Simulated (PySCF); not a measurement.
## Phosphorus: a sound run and one with changed settings

Sound run: P⁺ [Ne] 3s2 3p2, P²⁺ [Ne] 3s2 3p1. Computed with PySCF 2.14 in cc-pV(T+d)Z, with no relativity, point nucleus. In the sound run the correlated levels freeze [Ne]. The sound run starts from symmetry-adapted Hartree-Fock orbitals and uses a fine grid where one is needed.

Changed run: basis STO-3G. This setting is unsound on purpose.

```csv
species,method,sound run (hartree),changed run (hartree),converged
P⁺,UHF,-340.35204,-336.62453,yes
P⁺,M06-2X,-340.86786,-337.11363,yes
P⁺,B3LYP,-340.90420,-337.09425,yes
P⁺,MP2,-340.41454,-336.63238,yes
P⁺,CCSD(T),-340.43727,-336.63868,yes
P²⁺,UHF,-339.64783,-335.95185,yes
P²⁺,M06-2X,-340.14777,-336.41719,yes
P²⁺,B3LYP,-340.17880,-336.39415,yes
P²⁺,MP2,-339.69387,-335.96803,yes
P²⁺,CCSD(T),-339.71387,-335.98011,yes
```

Ionisation energy of P⁺:

| method | sound run (eV) | changed run (eV) |
| --- | --- | --- |
| UHF | 19.163 | 18.304 |
| M06-2X | 19.595 | 18.951 |
| B3LYP | 19.739 | 19.051 |
| MP2 | 19.611 | 18.078 |
| SCS-MP2 | 19.520 | 18.032 |
| CCSD | 19.649 | 17.921 |
| CCSD(T) | 19.685 | 17.921 |

A minimal basis cannot let orbitals breathe on ionisation and holds almost no correlation.

For comparison, NIST gives 19.769 eV between the lowest levels.
